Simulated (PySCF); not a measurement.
K2: from constants to spectrum

RHF-CCSD(T) constants of K2, ¹Σg⁺ (singlet), closed shell (basis K pcseg-2; no relativity; PySCF 2.14; masses 38.9637 and 38.9637 u):

| Quantity | Value |
| --- | --- |
| ωe | 88.0 cm⁻¹ |
| ωexe | 0.261 cm⁻¹ |
| Be | 0.054649 cm⁻¹ |
| αe | 0.000169 cm⁻¹ |
| De to K + K | 0.51 eV |

Problem. What force constant and bond length do these constants imply?

Solution. Reduced mass μred = 19.482 u; k = 5.8918×10⁻⁷·μred·ωe² (u, cm⁻¹, mdyn/Å) = 0.0889 mdyn/Å; Re = √(16.8576/(μred·Be)) (u, cm⁻¹, Å) = 3.979 Å.

Problem. Estimate the centrifugal constant D from the Kratzer relation and find the Dunham coefficient a1.

Solution. D = 4Be³/ωe² = 8.43e-08 cm⁻¹; a1 = −1 − αeωe/(6Be²) = -1.83.

Correlated steps freeze 10 core orbitals. Where the molecule has an RHF reference, its open-shell atoms are computed with UHF.
